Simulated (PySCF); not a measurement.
F2H5NSi2, SMILES [SiH](F)([SiH2]N)F.

Geometry optimised at PBE-D3(BJ)/def2-SVP. The structure was generated by enumeration, and PubChem lists no compound with its InChIKey, so it may never have been made. One conformer was computed; it need not be the lowest.

Calculation: PySCF with PBE/def2-TZVP.

The molecule is in vacuum.

Computed frontier levels, gap, dipole moment and polarisability:
```yaml
highest_occupied_level: -6.12 eV
lowest_empty_level: -1.61 eV
orbital_gap: 4.51 eV
dipole_moment: 1.07 D
quadrupole, principal values (traceless, Buckingham form, about the centre of nuclear charge): -8.04, -0.20, 8.23 D·Å
mean_static_polarisability: 63.3 bohr³ (9.38 Å³)
polarisability_principal_values: 55.3, 58.6, 75.9 bohr³
```
